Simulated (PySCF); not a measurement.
## Dipole moment and polarisability of `CC[C@@H](C)p1[pH][pH]1`

Compound: C₄H₁₁P₃.
Structure used (GFN2-xTB), in Å, numbered top down from 1:
```
atom  x, y, z in Å
C1    -1.7663   -0.7983   -1.4976
C2    -0.4950   -1.0314   -0.6903
C3    -0.1078    0.1670    0.1774
C4    -1.0992    0.4445    1.3015
P5     1.5824   -0.1741    0.9367
P6     2.2779    1.8833    1.0351
P7     2.7998    0.6101   -0.6846
H8    -2.6306   -0.6922   -0.8472
H9    -1.9437   -1.6407   -2.1620
H10   -1.6721    0.1019   -2.1016
H11   -0.6177   -1.9101   -0.0511
H12    0.3302   -1.2374   -1.3807
H13   -0.0232    1.0597   -0.4592
H14   -0.7335    1.2572    1.9294
H15   -1.2265   -0.4400    1.9241
H16   -2.0680    0.7328    0.9002
H17    3.3896    1.5792    1.8290
H18    3.9949    0.0948   -0.1706
```

Level: CAM-B3LYP/def2-SVPD (PySCF), static field, nuclei fixed, core orbitals frozen in the response. The polarisability tensor in these axes (au):

```
x   137.20  14.55  -1.69
y    14.55 115.81   9.91
z    -1.69   9.91 116.68
```

Question: Give the principal values, the mean and the anisotropy Δα = √{½[(α1 − α2)² + (α2 − α3)² + (α1 − α3)²]}.

Answer: Principal values 102.05, 122.74 and 144.90 au; mean 123.23 au = 18.26 Å³ = 20.32 × 10⁻⁴⁰ C²·m²/J; Δα = 37.12 au (30 % of the mean).

Question: What is the dipole moment, and where does it point?

Answer: (-0.53, -0.39, 0.02) D, 0.66 D in size, pointing from the negative to the positive side. Measured along this direction, the outermost atoms are H17 at the negative end and H8 and H9 at the positive end.

Question: Directions of the eigenvectors, and the extent of the frame along each?

Answer: Largest value along (0.87, 0.48, 0.11), where the nuclei span 6.64 Å; middle along (-0.35, 0.44, 0.82), 4.24 Å; least along (-0.34, 0.76, -0.55), 3.02 Å. The response follows the extents in order.

Question: How large is μ²/3kT at 250 K beside α?

Answer: In Gaussian units μ²/3kT = 4.22 Å³ against 18.26 Å³, a ratio of 0.23; the Debye molar polarisation (4π/3)N_A(α + μ²/3kT) is 56.7 cm³/mol, leaving out the vibrational part.

Question: Rayleigh depolarisation ratio (linearly polarised light, static tensor)?

Answer: ρ = 3Δα²/(45ᾱ² + 4Δα²) = 4133.1/(683365 + 5510.8) = 0.006.

Question: Find the Langevin capture rate constant for NH4+ (18.034 u) meeting this molecule (152.007 u), k = 2.342 × 10⁻⁹ cm³/s × √(α in Å³ / reduced mass in u).

Answer: The reduced mass is 16.12 u, so k = 2.49 × 10⁻⁹ cm³/s. The formula leaves out the permanent dipole, which adds to the capture rate.

Question: Estimate the molar refractivity from the static electronic polarisability.

Answer: Lorentz–Lorenz: R = (4π/3)N_A α = 2.5225 cm³/(mol·Å³) × 18.26 Å³ = 46.1 cm³/mol, in the limit of long wavelengths.

One conformer (not necessarily the lowest) at the GFN2-xTB geometry, without solvent, vibrations or thermal averaging.
